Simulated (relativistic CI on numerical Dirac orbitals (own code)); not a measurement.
# Hyperfine structure of Sn X, mass number 119

Method of calculation: Dirac-Coulomb-Breit CI, KLI orbitals optimised for each configuration, a model potential for QED, unscaled Slater integrals (own radial code, finite nucleus).

Configurations in the expansion (outside the closed core [Ar] 3d10): 4s²4p⁶4d⁵, 4s²4p⁵4d⁶, 4s²4p⁶4d⁴4f, 4s²4p⁶4d⁴5s, 4s²4p⁴4d⁷, 4s²4p⁶4d⁴5p, 4s4p⁶4d⁶, 4s²4p⁶4d³5s², 4s²4p⁶4d³5s5p, 4s²4p⁶4d⁴5d, 4s²4p⁶4d³4f5s, 4s²4p⁶4d³5p², 4p⁶4d⁷, 4s²4p⁶4d⁴6s, 4s²4p⁶4d⁴6d, 4s4p⁶4d⁴5s². Levels of other configurations are missing.

Nuclear spin I = 1/2, μ = -1.0459 μN (tables of Stone and Pyykkö). The electronic factors are computed for point nuclear moments, without core polarisation or the Bohr-Weisskopf and QED corrections.

| Level | E (cm⁻¹) | A (MHz) |
| --- | --- | --- |
| 4s²4p⁶4d⁵ ⁴P3/2 | 41989.4 | -2761 |
| 4s²4p⁶4d⁵ ⁴G7/2 | 42276.7 | -3240 |
| 4s²4p⁶4d⁵ ⁴G5/2 | 42302.7 | -2971 |
| 4s²4p⁶4d⁵ ⁴G11/2 | 43232.7 | -3290 |
| 4s²4p⁶4d⁵ ⁴G9/2 | 43780.3 | -3105 |
| 4s²4p⁶4d⁵ ⁴P1/2 | 44371.4 | 1886 |
| 4s²4p⁶4d⁵ ⁴D7/2 | 50160.7 | -2116 |
| 4s²4p⁶4d⁵ ⁴D5/2 | 53063.7 | -2783 |

Levels with J = 0, under 50 % of one LS term, or S terms without an open s electron are left out. Small factors come from cancelling terms and can be off by tens of per cent or more.

At this charge energies of transitions that change n are usually good to better than 1 %, and those within a shell (Δn = 0) to a few per cent. Terms inside the open d or f shell come out 10 to 20 % too wide with unscaled integrals.

(1) Give the hyperfine levels of 4s²4p⁶4d⁵ ⁴P3/2 relative to its centre of gravity.

Results:

(1) With K = F(F + 1) − I(I + 1) − J(J + 1), E = AK/2: F = 1: 3451, F = 2: -2071 MHz.

LS names give the leading component of a level, which can be under half, so a name can repeat, a term be missing and a line seem to break the LS rules.
